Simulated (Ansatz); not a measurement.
Geometry optimisation, RHF/def2-SVP in Ansatz 0.2.0.

The input (input.yaml):

```yaml
crystal:
  periodic: [false, false, false]
  atoms:
    - { symbol: C, position_ang: [0.5872, 1.9745, -1.7607] }
    - { symbol: Si, position_ang: [1.2491, 1.3292, -0.1925] }
    - { symbol: Al, position_ang: [0.9782, -1.0114, -0.204] }
    - { symbol: C, position_ang: [1.77111, -2.06282, -1.62077] }
    - { symbol: Ge, position_ang: [3.75774, -1.81071, -1.50809] }
    - { symbol: H, position_ang: [0.6441, 3.1395, -1.7772] }
    - { symbol: H, position_ang: [1.1093, 1.5948, -2.6362] }
    - { symbol: H, position_ang: [-0.4968, 1.767, -1.8463] }
    - { symbol: H, position_ang: [0.5291, 1.91, 0.9983] }
    - { symbol: H, position_ang: [2.6791, 1.6864, -0.0731] }
    - { symbol: H, position_ang: [0.08704, -1.71946, 0.89499] }
    - { symbol: H, position_ang: [1.59967, -3.15237, -1.48162] }
    - { symbol: H, position_ang: [1.52546, -1.7627, -2.60679] }
    - { symbol: H, position_ang: [4.30396, -2.23387, -0.14742] }
    - { symbol: H, position_ang: [4.06697, -0.31553, -1.74676] }
    - { symbol: H, position_ang: [4.46495, -2.60714, -2.64198] }
basis:
  gaussian: { orbitals: def2-SVP }
hamiltonian:
  xc: hf
relax:
  f_tol: 0.015
  max_steps: 40
```

Launched with:

```bash
$ ansatz run input.yaml --threads 2 --pin off --max-ram 3072MiB --backend cpu --events-out ev --progress --plain --runs-dir out
```

Question: Where does it end, and by what steps?

Answer: It converged. The force dipped under the threshold on the way, but the program's further checks kept it going. After 32 steps the energy has fallen by 0.477 eV; H10 moved furthest, 1.48 Å.

```
step  energy less start (eV)  largest force component (eV/Å)  accepted
   0                  0.0000                           3.234       yes
   2                 -0.4286                           0.204       yes
   4                 -0.4463                           0.057       yes
   6                 -0.4505                           0.067       yes
   8                 -0.4534                           0.067       yes
  10                 -0.4569                           0.174       yes
  12                 -0.4621                           0.083       yes
  14                 -0.4661                           0.081       yes
  16                 -0.4689                           0.061       yes
  18                 -0.4711                           0.104       yes
  20                 -0.4734                           0.110       yes
  22                 -0.4752                           0.024       yes
  24                 -0.4760                           0.029       yes
  26                 -0.4761                           0.057        no
  28                 -0.4767                           0.005       yes
  30                 -0.4769                           0.031       yes
  32                 -0.4770                           0.007       yes
```

```xyz
16
Properties=species:S:1:pos:R:3
C 0.736 2.185 -1.849
Si 0.718 1.506 -0.074
Al 1.347 -0.899 0.105
C 1.861 -1.975 -1.463
Ge 3.785 -2.198 -1.806
H 0.452 3.239 -1.867
H 1.731 2.097 -2.291
H 0.037 1.638 -2.485
H -0.643 1.704 0.503
H 1.643 2.323 0.763
H 1.352 -1.603 1.527
H 1.452 -2.986 -1.351
H 1.428 -1.549 -2.375
H 4.462 -2.922 -0.630
H 4.464 -0.824 -1.969
H 4.031 -3.010 -3.088
```

Time of the run: 78 s on 2 threads of Intel(R) Xeon(R) 6975P-C (Granite Rapids), with other jobs on the host, peak memory 0.48 GiB.
